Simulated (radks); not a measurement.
Results of a calculation; reference values are marked as such.
Question: Ionisation ladder of holmium, from Ho22+ to Ho43+. Each ion is in the ground configuration listed by NIST, and IE = E(next ion) - E(this ion). Code: a radial shooting solver on a logarithmic mesh with Libxc functionals. Model: non-relativistic Kohn-Sham, PBE, spin-polarised, spherical densities, point nucleus; open shells are filled with parallel spins first (spin-orbit coupling, left out, can overturn this in heavy ions); relativity is left out, which matters for an element this heavy.

| species | configuration | IE, Delta-SCF (eV) | <r> HOMO (bohr) |
|---|---|---|---|
| Ho22+ | [Kr] 4d9 | ? | 0.530 |
| Ho23+ | [Kr] 4d8 | 804.15 | 0.525 |
| Ho24+ | [Kr] 4d7 | 845.75 | 0.520 |
| Ho25+ | [Kr] 4d6 | ? | 0.515 |
| Ho26+ | [Kr] 4d5 | ? | 0.509 |
| Ho27+ | [Kr] 4d4 | 985.55 | 0.504 |
| Ho28+ | [Kr] 4d3 | 1030.0 | 0.500 |
| Ho29+ | [Kr] 4d2 | 1074.8 | 0.495 |
| Ho30+ | [Kr] 4d1 | 1120.0 | 0.491 |
| Ho31+ | [Kr] | 1292.0 | 0.494 |
| Ho32+ | [Ar] 3d10 4s2 4p5 | 1336.4 | 0.491 |
| Ho33+ | [Ar] 3d10 4s2 4p4 | 1380.3 | 0.488 |
| Ho34+ | [Ar] 3d10 4s2 4p3 | 1437.7 | 0.484 |
| Ho35+ | [Ar] 3d10 4s2 4p2 | 1483.4 | 0.481 |
| Ho36+ | [Ar] 3d10 4s2 4p1 | ? | 0.478 |
| Ho37+ | [Ar] 3d10 4s2 | 1644.5 | 0.478 |
| Ho38+ | [Ar] 3d10 4s1 | 1694.8 | 0.475 |
| Ho39+ | [Ar] 3d10 | 3033.4 | 0.203 |
| Ho40+ | [Ar] 3d9 | 3142.6 | 0.201 |
| Ho41+ | [Ar] 3d8 | 3252.7 | 0.199 |
| Ho42+ | [Ar] 3d7 | 3363.8 | 0.198 |
| Ho43+ | [Ar] 3d6 | 3475.5 | 0.196 |

Estimate the withheld Delta-SCF values.

Answer: Ho22+: 762.99 eV (NIST 755); Ho25+: 887.73 eV (NIST 885); Ho26+: 941.58 eV (NIST 929); Ho36+: 1528.6 eV (NIST 1598).
